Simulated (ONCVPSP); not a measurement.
Reading a pseudo-wave (K (Z = 19))

Columns: radius, all-electron u(r) and pseudo u(r) of the 3s shell (level -35.04 eV) of potassium in the configuration [Ne] 3s2 3p6 4s1; PBE, non-relativistic, ONCV scheme, ONCVPSP 4.0.1.

```
r (bohr)  all-electron  pseudo
   0.115       -0.0397  0.1507
   0.230       -0.4741  0.2970
   0.345       -0.4030  0.4346
   0.460       -0.0773  0.5595
   0.575        0.2872  0.6678
   0.690        0.5898  0.7563
   0.805        0.8018  0.8226
   0.920        0.9260  0.8653
   1.035        0.9771  0.8841
   1.150        0.9740  0.8803
   1.265        0.9341  0.8560
   1.380        0.8713  0.8144
   1.495        0.7963  0.7595
   1.610        0.7166  0.6956
   1.725        0.6371  0.6268
   1.840        0.5610  0.5569
   1.955        0.4902  0.4891
   2.070        0.4258  0.4256
   2.185        0.3679  0.3679
   2.300        0.3166  0.3166
   2.415        0.2715  0.2715
   2.530        0.2321  0.2321
   2.645        0.1980  0.1980
   2.760        0.1685  0.1685
   2.875        0.1432  0.1432
   2.990        0.1214  0.1214
```

(1) How many radial nodes do the two functions have?

(2) At about which radius was the pseudo-wave matched?

(3) Is the pseudo-wave norm-conserving?

Answers

(1) The all-electron 3s function has n − l − 1 = 2 (the table is too coarse to show those close to the nucleus); the pseudo-wave has 0, since the states of the same l below it are removed with the core.

(2) 2.25 bohr. The columns agree to 0.0005 from 2.07 bohr on; several derivatives are matched, so the curves merge somewhat inside the radius.

(3) Yes: the ONCV scheme keeps the norm inside the radius equal to the all-electron one, which fixes the energy derivative of the logarithmic derivative at the level.
